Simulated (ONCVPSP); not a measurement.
## Nb (Z = 41), ONCV: configuration errors across variants

niobium (Nb), optimised norm-conserving Vanderbilt (ONCV), made with ONCVPSP 4.0.1 (PBEsol, fully relativistic). Core [Ar] 3d10, reference 4s2 4p6 4d4 (charge +1). Waves: 4s: rc 1.30 bohr, ncon 4, nbas 8, qcut 4 1/bohr, 3 projectors, debl 2.5 Ha; 4p: rc 1.40 bohr, ncon 4, nbas 8, qcut 6.5 1/bohr, 2 projectors, debl 2.7 Ha; 4d: rc 2.10 bohr, ncon 5, nbas 10, qcut 9 1/bohr, 2 projectors, debl 0.9 Ha. Local part: polynomial inside 1.25 bohr (lpopt 5, dvloc0 4 Ha). Core correction: Teter function, fcfact 3, rcfact 1.45.

Open shells are filled in proportion to 2j + 1.

All-electron excitation energies from the reference (eV): (1) 4s2 4p6 4d4 5s1 -6.653; (2) 4s2 4p6 4d3 14.028; (3) 4s2 4p6 4d2 38.722; (4) 4s2 4p6 4d4.5 5s0.5 -6.088.

A true bound ghost makes a file unfit for plane-wave use even where its test errors are small: the radial tests pick states by their node count and pass the ghost by.

Errors AE − PS in meV (a dash: test not solved or not reliable):

| change | (1) | (2) | (3) | (4) | bound ghosts | GHOST(+) flags above zero |
| --- | --- | --- | --- | --- | --- | --- |
| base | -0.9 | +0.2 | +3.9 | -0.1 | s | none |
| d: ncon 3, nbas 8 | -0.9 | +0.2 | +4.5 | -0.1 | s | none |
| local potential polynomial inside 0.85 bohr (lpopt 5, dvloc0 1 Ha) | -0.9 | +0.2 | +4.2 | -0.1 | none | s, p3/2 |
| local potential polynomial inside 1.25 bohr (lpopt 5, dvloc0 -0.5 Ha) | -0.9 | +0.2 | +4.2 | -0.1 | none | s |
| all radii but the core radius scaled by about 0.86 (s 1.12, p 1.20, d 1.80 bohr); local potential polynomial inside 1.08 bohr (lpopt 5, dvloc0 4 Ha) | -0.5 | +0.2 | +2.9 | -0.1 | s | s |
| p: nproj 1 | -0.9 | +0.3 | +5.4 | -0.1 | s | none |

Q: Give the same row for: s: qcut 6.

A: -0.5, +0.2, +4.3, -0.1; bound ghosts: none; GHOST(+) flags above zero: s.
